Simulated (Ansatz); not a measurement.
Relaxation of FH₄InOSSi (9 atoms, charge 0, multiplicity 1), to a largest force component of 0.015 eV/Å in at most 40 steps.

Computed with RKS r2SCAN-D4/def2-SVP in Ansatz.

```xyz
9
Properties=species:S:1:pos:R:3
F -1.094 2.099 -0.335
In -0.223 0.827 0.917
S -0.207 1.666 3.172
O 0.441 -0.850 0.125
Si 1.187 -2.170 0.710
H -0.856 2.743 2.740
H 0.324 -2.880 1.664
H 2.468 -1.819 1.340
H 1.352 -2.890 -0.558
```

Where does it end, and by what steps?

It converged. After 6 steps the energy has fallen by 0.177 eV; H9 moved furthest, 0.19 Å.

```csv
step,energy less start (eV),largest force component (eV/Å),accepted
0,0.0000,1.424,yes
1,-0.1588,0.387,yes
2,-0.1280,0.511,no
3,-0.1737,0.326,yes
4,-0.1760,0.064,yes
5,-0.1763,0.024,yes
6,-0.1765,0.010,yes
```

```xyz
9
Properties=species:S:1:pos:R:3
F -1.109 2.096 -0.410
In -0.277 0.902 0.893
S -0.190 1.599 3.166
O 0.400 -0.779 0.097
Si 1.165 -2.138 0.665
H -0.819 2.758 2.854
H 0.317 -2.871 1.659
H 2.460 -1.798 1.338
H 1.445 -3.041 -0.488
```

Time of the run: 36 s on 2 threads of Arm Neoverse V2, on a shared host, peak memory 0.21 GiB.
